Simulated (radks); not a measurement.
Results of a calculation; reference values are marked as such.
Ionisation of Rb, [Kr] 5s1, to Rb+, [Kr], under several functionals. Dirac Kohn-Sham, spin-unpolarised, spherical densities, finite nucleus; a radial shooting solver on a logarithmic mesh with Libxc functionals.

functional                               E(Rb) (hartree)  Exc (hartree)  IE (eV)  -e(HOMO) (eV)  <r> HOMO (bohr)  IE error (eV)
PBE                                          -2981.42522     -100.80114    4.153          2.231            5.247         -0.024
BP86                                         -2982.15892     -101.54452    4.195          2.367            5.186         +0.018
PBEsol                                       -2979.57179      -98.91656    4.069          2.222            5.249         -0.108
LDA (Slater exchange, VWN5 correlation)      -2977.88934      -97.20873    4.273          2.361            5.119         +0.096
OLYP                                         -2982.67549     -102.14090    4.098          1.964            5.433         -0.079

NIST Atomic Spectra Database: 4.177 eV (measured). Closest: BP86. The Delta-SCF values span 0.20 eV, the total energies 4.79 hartree. The highest occupied level is 5s1/2. Spin polarisation and multiplet splitting are left out, so open shells lie too high by an amount that depends on their filling.

Beside tabulated values, note that spin-unpolarised runs miss the spin-polarisation part of the exchange energy of open shells.
